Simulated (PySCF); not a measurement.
# Nd⁵¹⁺: ionisation energy

Nd⁵¹⁺ [He] 2s2 2p5 (2P) → Nd⁵²⁺ [He] 2s2 2p4 (3P), as a difference of total energies. Computed with PySCF 2.14 in an uncontracted even-tempered set (17 s from 27 bohr⁻², ratio 2.2; 10 p from 34 bohr⁻², ratio 2.2; 6 d from 140 bohr⁻², ratio 2.4; 5 f from 210 bohr⁻², ratio 2.4; 4 g from 320 bohr⁻², ratio 2.4), with the non-relativistic Hamiltonian (point nucleus). Correlated levels: nothing frozen; virtual orbitals above 40 to 60 times the deepest correlated orbital energy dropped. The calculations carry no spin-orbit coupling.

```json
{"method": "UHF", "ionisation energy (eV)": "9936.3"}
{"method": "LDA", "ionisation energy (eV)": "9932.3"}
{"method": "PBE", "ionisation energy (eV)": "9935.5"}
{"method": "PBE0", "ionisation energy (eV)": "9936.2"}
{"method": "r2SCAN", "ionisation energy (eV)": "9939.7"}
{"method": "TPSS", "ionisation energy (eV)": "9935.2"}
{"method": "revPBE", "ionisation energy (eV)": "9935.1"}
{"method": "MP2 (all electrons)", "ionisation energy (eV)": "9938.0"}
{"method": "SCS-MP2 (all electrons)", "ionisation energy (eV)": "9937.9"}
```

Spin-orbit coupling is strong in these open shells (close to jj coupling). The scalar numbers leave it out and a first-order estimate fails, so it can dominate the gap to the real levels.

The gap to the reference is mostly relativistic.

For comparison: 10002 ± 4 eV (theoretical estimate listed by NIST; NIST Atomic Spectra Database, ionization energies).
